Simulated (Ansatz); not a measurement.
Ba₂O⁻. The state is a doublet with charge -1. Geometry PBE0-D4/def2-TZVP, that of the neutral singlet; atoms count from 1.

```xyz
3

Ba   -0.298    1.406   -1.387
Ba   -0.274   -1.296    1.494
O     0.572   -0.109   -0.107
```

In the def2 sets Ba takes a core potential; there is no spin–orbit coupling. The charge -1 doublet is spin-contaminated (final ⟨S²⟩ up to 0.89, 0.75 for a pure state). The highest occupied level of the charge -1 doublet lies above zero (up to 0.07 eV). Its loss leaves the charge 0 singlet, which lies 0.76 eV higher (vertical, at PBE0-D4/def2-TZVPD), but this difference is unsure: the singlet is doubtful (at the level of its geometry, restricted singlet, unstable towards broken spin symmetry). The structure comes from a short search, and lower isomers may exist.

(1) Estimate the Mulliken populations from the PBE0/def2-TZVPD orbitals of Ansatz.

(2) Where does the spin sit?

(3) And the Mayer bond orders between bonded heavy atoms (over 0.3)?

Answers

(1) 
| atom | charge (e) | spin (α − β) |
| --- | --- | --- |
| Ba1 | 0.04 | 0.50 |
| Ba2 | 0.04 | 0.50 |
| O3 | -1.09 | 0.00 |
Mulliken values and Mayer orders depend strongly on the basis. With diffuse functions, as here, like atoms can get unlike values, and bond orders can come out too low or too high.

(2) Summed by element: Ba 1.00, O 0.00, of 1 unpaired in all. Largest on single atoms: Ba1 0.50, Ba2 0.50, O3 0.00.

(3) Ba1–Ba2 1.94 (3.95 Å); Ba1–O3 0.59 (2.17 Å); Ba2–O3 0.59 (2.17 Å).
